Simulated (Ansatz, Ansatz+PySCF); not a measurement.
```xyz
5

N    -0.0890   -0.1094    0.2024
O    -0.0541    1.0082    0.4115
O     2.9030    0.0183   -0.1120
H     3.0920    0.8394    0.3732
H     3.5611   -0.0575   -0.7911
```

Basis set: def2-SVP (spherical functions). Correlated methods keep 3 orbitals frozen. Charge 0, multiplicity 2.

Computed with Ansatz (development build ahead of 0.2.0); each method stands on the lowest determinant of its kind that the runs found.

(1) Give the atomization energy at this shape (free ground-state atoms in the same class of orbitals less the molecule, no zero-point energy) of doublet H₂NO₂ by PBE0 (unrestricted), UHF-MP2, UHF.

## Answers

(1)

```json
{"method": "PBE0 (unrestricted)", "atomization energy": "1574.9 kJ/mol"}
{"method": "UHF-MP2", "atomization energy": "1508.3 kJ/mol"}
{"method": "UHF", "atomization energy": "865.2 kJ/mol"}
```

Caution for PBE0 (unrestricted): charge can spread falsely over distant fragments.
